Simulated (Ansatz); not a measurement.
Consider the ligand exchange at a Ti–O bond: `[OH][Ti]([OH])([OH])[F]` + H–F → `[OH][Ti]([OH])([F])[F]` + H₂O.

Computed with Ansatz on PBE0-D4/def2-TZVP structures; ΔE is electronic, products minus reactants. CCSD(T)/CBS is the MP2 limit (def2-TZVPP, def2-QZVPP) plus CCSD(T) − MP2 in def2-TZVPP, frozen cores. This one scheme is used for every species. Functionals use def2-TZVPP. For Ti outer-core shells are correlated without core-valence functions, which leaves a few kJ/mol of doubt a bond. Scalar relativity is left out up to krypton. Each species was taken in one conformer, which may not be the lowest.

| species | BHLYP-D4 energy (Eh) |
| --- | --- |
| `[OH][Ti]([OH])([OH])[F]` | -1176.99726 |
| H–F | -100.45188 |
| `[OH][Ti]([OH])([F])[F]` | -1201.04420 |
| H₂O | -76.42330 |

(1) Work out ΔE.

Largest T1 diagnostic among the species: 0.023, so the coupled-cluster value is less sure than usual.

## Answers

(1) ΔE = (-1201.04420) + (-76.42330) − (-1176.99726) − (-100.45188) = -0.01836 Eh = -48.2 kJ/mol. CCSD(T)/CBS gives -42.5 kJ/mol.

At CCSD(T), def2-SVP lies −7.9 kJ/mol from the extrapolated value and def2-TZVPP −2.2 kJ/mol. From BLYP to BHLYP (50 % exact exchange), in def2-TZVPP and without D4, ΔE moves by +3.9 kJ/mol. The D4 term adds +3.2 kJ/mol with B3LYP and +1.7 kJ/mol with PBE0; it sums over pairs of atoms, weighted by their polarisabilities, and B3LYP, whose exchange is more repulsive, gets the larger term.

B3LYP here is the variant with VWN-RPA as its local correlation; programs differ in this.
